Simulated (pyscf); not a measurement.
Single points on ωB97X-D3(BJ)/def2-SVP structures (PySCF, gas phase). MP2 and CC: frozen core, UHF for open shells. ΔMP2 is the change of the MP2 total energy from the triple- to the quadruple-zeta basis.

Problem. `[CH]=[C]=[NH]` [doublet] -> `[C]#[C][NH2]` [doublet]
Surface: doublet. Broken: C–H. Formed: H–N. Give ΔE‡ and ΔE from CCSD(T)/def2-TZVPP + ΔMP2(QZVPP), relative to the reactant's lowest minimum found.

Solution. ΔE‡ = 91.8 kcal/mol, ΔE = +28.6 kcal/mol. Zero-point energy shifts the barrier by -2.9 kcal/mol. It is a hydrogen shift, with an imaginary mode of 1841i cm⁻¹. At the saddle there is also a short C–H contact that neither side keeps, so another atom assists the step. •HC=C=NH lies 31.6 kcal/mol over its isomer •H₂C–C≡N, and others may lie lower still (electronic energy, ωB97M-D3(BJ)). •C≡C–NH₂ lies 58.3 kcal/mol over its isomer •H₂C–C≡N, and others may lie lower still (electronic energy, ωB97M-D3(BJ)). One saddle was located; it need not be the lowest between these sides. The CCSD(T) − MP2 part came from Ansatz, without density fitting, on the same reference. A UHF reference is spin-contaminated (<S²> up to 0.94), which harms MP2 most.
